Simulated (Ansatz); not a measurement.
Isolated molecules relaxed with PBE0-D4/def2-TZVP in Ansatz; ΔE leaves out vibrations. CBS: MP2 limit from def2 TZ/QZ plus the TZ coupled-cluster correction, frozen cores. Functionals use def2-TZVPP. B3LYP here is the variant with VWN-RPA as its local correlation; programs differ in this. For Ge outer-core shells are correlated without core-valence functions, which leaves a few kJ/mol of doubt a bond. Scalar relativity is left out up to krypton. One conformer a species, not always the lowest.

Reaction (redistribution): `[SH][Ge][SH]` + `CC(C)BN` → `[NH2][Ge][SH]` + `CC(C)BS`

```json
{"level": "PBE-D4", "ΔE (kJ/mol)": "77.6", "difference from CCSD(T)/CBS": "6.0"}
{"level": "r2SCAN-D4", "ΔE (kJ/mol)": "74.0", "difference from CCSD(T)/CBS": "2.4"}
{"level": "PBE0-D4", "ΔE (kJ/mol)": "77.2", "difference from CCSD(T)/CBS": "5.6"}
{"level": "B3LYP-D4", "ΔE (kJ/mol)": "79.3", "difference from CCSD(T)/CBS": "7.7"}
{"level": "ωB97X-V", "ΔE (kJ/mol)": "69.6", "difference from CCSD(T)/CBS": "-2.0"}
{"level": "ωB97M-V", "ΔE (kJ/mol)": "74.7", "difference from CCSD(T)/CBS": "3.1"}
{"level": "B2PLYP", "ΔE (kJ/mol)": "75.0", "difference from CCSD(T)/CBS": "3.4"}
{"level": "PBE", "ΔE (kJ/mol)": "78.1", "difference from CCSD(T)/CBS": "6.5"}
{"level": "r2SCAN", "ΔE (kJ/mol)": "74.3", "difference from CCSD(T)/CBS": "2.7"}
{"level": "PBE0", "ΔE (kJ/mol)": "77.7", "difference from CCSD(T)/CBS": "6.1"}
{"level": "B3LYP", "ΔE (kJ/mol)": "79.9", "difference from CCSD(T)/CBS": "8.3"}
{"level": "HF/def2-TZVPP", "ΔE (kJ/mol)": "75.6", "difference from CCSD(T)/CBS": "4.0"}
{"level": "MP2/def2-TZVPP", "ΔE (kJ/mol)": "68.2", "difference from CCSD(T)/CBS": "-3.4"}
{"level": "SCS-MP2/def2-TZVPP", "ΔE (kJ/mol)": "68.2", "difference from CCSD(T)/CBS": "-3.4"}
{"level": "CCSD/def2-TZVPP", "ΔE (kJ/mol)": "70.1", "difference from CCSD(T)/CBS": "-1.5"}
{"level": "CCSD(T)/def2-TZVPP", "ΔE (kJ/mol)": "69.7", "difference from CCSD(T)/CBS": "-1.9"}
{"level": "HF/def2-QZVPP", "ΔE (kJ/mol)": "75.8", "difference from CCSD(T)/CBS": "4.2"}
{"level": "MP2/def2-QZVPP", "ΔE (kJ/mol)": "69.3", "difference from CCSD(T)/CBS": "-2.3"}
{"level": "SCS-MP2/def2-QZVPP", "ΔE (kJ/mol)": "69.3", "difference from CCSD(T)/CBS": "-2.3"}
{"level": "HF/CBS(def2)", "ΔE (kJ/mol)": "75.8", "difference from CCSD(T)/CBS": "4.2"}
{"level": "MP2/CBS(def2)", "ΔE (kJ/mol)": "70.0", "difference from CCSD(T)/CBS": "-1.6"}
{"level": "CCSD/CBS(def2)", "ΔE (kJ/mol)": "71.9", "difference from CCSD(T)/CBS": "0.3"}
{"level": "CCSD(T)/CBS", "ΔE (kJ/mol)": "71.6", "difference from CCSD(T)/CBS": "0"}
```

Largest T1 diagnostic among the species: 0.014.

In def2-TZVPP, CCSD(T) changes the Hartree–Fock value by −5.9 kJ/mol (the triples alone add −0.4 kJ/mol) and MP2 by −7.4 kJ/mol.
